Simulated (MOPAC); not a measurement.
Job for MOPAC: PM3 on CH3FOSi (SMILES CO[Si]F), a point of a torsion scan.

```
PM3 1SCF PRECISE CHARGE=0 THREADS=1
CH3FOSi

C     -0.87499887 1    -0.01600702 1     0.12939410 1
O     -0.07011572 1     1.12544735 1     0.24547067 1
Si    -0.18032877 1     2.67189039 1    -0.17024127 1
F     -1.70376458 1     2.71142795 1    -0.79481120 1
H     -0.52608947 1    -0.61578533 1    -0.71429735 1
H     -1.92101831 1     0.25147553 1    -0.03267908 1
H     -0.78435608 1    -0.59655697 1     1.04885230 1
```

It printed:

```
*******************************************************************************
 **                                                                           **
 **                              MOPAC v23.2.5                                **
 **                                                                           **
 *******************************************************************************
 ** MOPAC's Digital Object Identifier: https://doi.org/10.5281/zenodo.6511958 **
 **                                                                           **
 ** Please cite the open-source release paper for use of this MOPAC version:  **
 ** J. E. Moussa and J. J. P. Stewart (2026)                                  **
 ** MOPAC: An open-source semiempirical molecular orbital program             **
 ** J. Open Source Softw., 11(119), 8025, https://doi.org/10.21105/joss.08025 **
 *******************************************************************************

                              PM3 CALCULATION RESULTS

 *******************************************************************************
 *  PM3        - The PM3 Hamiltonian to be used
 *
 *
 *
 *                 CHARGE ON SYSTEM = 0
 *
 *
 *
 *  PRECISE    - TIGHTER CRITERIA TO BE USED
 *  1SCF       - DO 1 SCF AND THEN STOP
 *  THREADS=1  - MULTI-THREADING NOT USED
 *  T=         - A TIME OF 172800.0 SECONDS REQUESTED
 *  DUMP=N     - RESTART FILE WRITTEN EVERY 7200.0 SECONDS REQUESTED
 *******************************************************************************
PM3 1SCF PRECISE CHARGE=0 THREADS=1
 CH3FOSi

   ATOM   CHEMICAL          X               Y               Z
  NUMBER   SYMBOL      (ANGSTROMS)     (ANGSTROMS)     (ANGSTROMS)

     1       C         -0.87499887  *  -0.01600702  *   0.12939410  *
     2       O         -0.07011572  *   1.12544735  *   0.24547067  *
     3      Si         -0.18032877  *   2.67189039  *  -0.17024127  *
     4       F         -1.70376458  *   2.71142795  *  -0.79481120  *
     5       H         -0.52608947  *  -0.61578533  *  -0.71429735  *
     6       H         -1.92101831  *   0.25147553  *  -0.03267908  *
     7       H         -0.78435608  *  -0.59655697  *   1.04885230  *



          CARTESIAN COORDINATES

    NO.       ATOM           X           Y           Z

     1         C         -0.8750     -0.0160      0.1294
     2         O         -0.0701      1.1254      0.2455
     3        Si         -0.1803      2.6719     -0.1702
     4         F         -1.7038      2.7114     -0.7948
     5         H         -0.5261     -0.6158     -0.7143
     6         H         -1.9210      0.2515     -0.0327
     7         H         -0.7844     -0.5966      1.0489

  H: (PM3): J. J. P. STEWART, J. COMP. CHEM. 10, 209 (1989).
  C: (PM3): J. J. P. STEWART, J. COMP. CHEM. 10, 209 (1989).
  O: (PM3): J. J. P. STEWART, J. COMP. CHEM. 10, 209 (1989).
  F: (PM3): J. J. P. STEWART, J. COMP. CHEM. 10, 209 (1989).
 Si: (PM3): J. J. P. STEWART, J. COMP. CHEM. 10, 209 (1989).

           Empirical Formula: C H3 O Si F  =     7 atoms



      MOLECULAR POINT GROUP   :   C1


      RHF CALCULATION, NO. OF DOUBLY OCCUPIED LEVELS = 12


 -------------------------------------------------------------------------------
 PM3 1SCF PRECISE CHARGE=0 THREADS=1
 CH3FOSi



     1SCF WAS SPECIFIED, SO BFGS WAS NOT USED
     SCF FIELD WAS ACHIEVED


                              PM3 CALCULATION
                                                       MOPAC v23.2.5 Linux




          FINAL HEAT OF FORMATION =       -138.97912 KCAL/MOL =    -581.48862 KJ/MOL


          COSMO AREA              =        110.63 SQUARE ANGSTROMS
          COSMO VOLUME            =         98.99 CUBIC ANGSTROMS

          IONIZATION POTENTIAL    =          8.544383 EV
          HOMO LUMO ENERGIES (EV) =         -8.544 -0.961
          NO. OF FILLED LEVELS    =         12
          MOLECULAR WEIGHT        =         78.1180         POINT GROUP:  C1

          MOLECULAR DIMENSIONS (Angstroms)

            Atom       Atom       Distance
            H     7    F     4     3.89707
           Si     3    H     6     2.44680
            H     5    F     4     1.59148


          SCF CALCULATIONS        =          1





   ATOM   CHEMICAL          X               Y               Z
  NUMBER   SYMBOL      (ANGSTROMS)     (ANGSTROMS)     (ANGSTROMS)

     1       C         -0.87499887  *  -0.01600702  *   0.12939410  *
     2       O         -0.07011572  *   1.12544735  *   0.24547067  *
     3      Si         -0.18032877  *   2.67189039  *  -0.17024127  *
     4       F         -1.70376458  *   2.71142795  *  -0.79481120  *
     5       H         -0.52608947  *  -0.61578533  *  -0.71429735  *
     6       H         -1.92101831  *   0.25147553  *  -0.03267908  *
     7       H         -0.78435608  *  -0.59655697  *   1.04885230  *

                             CARTESIAN COORDINATES

   1    C       -0.874998870    -0.016007020     0.129394100
   2    O       -0.070115720     1.125447350     0.245470670
   3   Si       -0.180328770     2.671890390    -0.170241270
   4    F       -1.703764580     2.711427950    -0.794811200
   5    H       -0.526089470    -0.615785330    -0.714297350
   6    H       -1.921018310     0.251475530    -0.032679080
   7    H       -0.784356080    -0.596556970     1.048852300


           Empirical Formula: C H3 O Si F  =     7 atoms



      MOLECULAR POINT GROUP   :   C1


                  EIGENVALUES
 -37.75540 -26.82489 -20.99705 -17.44345 -16.05633 -16.01362 -15.87457 -15.11776
 -14.80211 -11.52316 -11.25739  -8.54438  -0.96137   0.85468   2.12862   3.76008
   4.28963   4.34080   5.24941


              NET ATOMIC CHARGES AND DIPOLE CONTRIBUTIONS

  ATOM NO.   TYPE          CHARGE      No. of ELECS.   s-Pop       p-Pop
    1          C           0.123041        3.8770     1.12228     2.75468
    2          O          -0.459067        6.4591     1.76531     4.69376
    3         Si           0.609541        3.3905     1.72444     1.66602
    4          F          -0.318427        7.3184     1.65889     5.65954
    5          H           0.014512        0.9855     0.98549
    6          H           0.007367        0.9926     0.99263
    7          H           0.023033        0.9770     0.97697
 DIPOLE           X         Y         Z       TOTAL
 POINT-CHG.     1.524     1.084     0.318     1.897
 HYBRID        -2.217    -2.568    -0.334     3.409
 SUM           -0.693    -1.484    -0.017     1.638


          ATOMIC ORBITAL ELECTRON POPULATIONS

     Atom    s        px        py        pz
    1  C   1.12228   0.91780   0.85900   0.97789
    2  O   1.76531   1.61496   1.33664   1.74216
    3 Si   1.72444   0.67693   0.62328   0.36581
    4  F   1.65889   1.81022   1.95418   1.89515
    5  H   0.98549
    6  H   0.99263
    7  H   0.97697

 **********************
 *                    *
 * JOB ENDED NORMALLY *
 *                    *
 **********************




 == MOPAC DONE ==
```

The run finished.

Cost: about 0.020 core-seconds (a rough figure).
